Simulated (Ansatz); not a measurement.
Job for Ansatz (a first-principles code): R-PBE0/def2-TZVPP on BeFH (SMILES [BeH][F]).

Ansatz 0.2 input:
```yaml
crystal:
  periodic: [false, false, false]
  atoms:
    - {symbol: Be, position_ang: [-0.00000000, -0.00000000, -0.78850855]}
    - {symbol: H, position_ang: [-0.00000000, -0.00000000, -2.11292105]}
    - {symbol: F, position_ang: [0.00000000, 0.00000000, 0.58521725]}
basis:
  gaussian:
    orbitals: def2-TZVPP
hamiltonian:
  xc: {name: PBE0}
accuracy: high
relax: {f_tol: 0.0005, max_steps: 60}
scf: {lower_state_search: off}
output: {forces: true}
```

Q: What total energy does the run end on?

A: -115.1736 hartree.
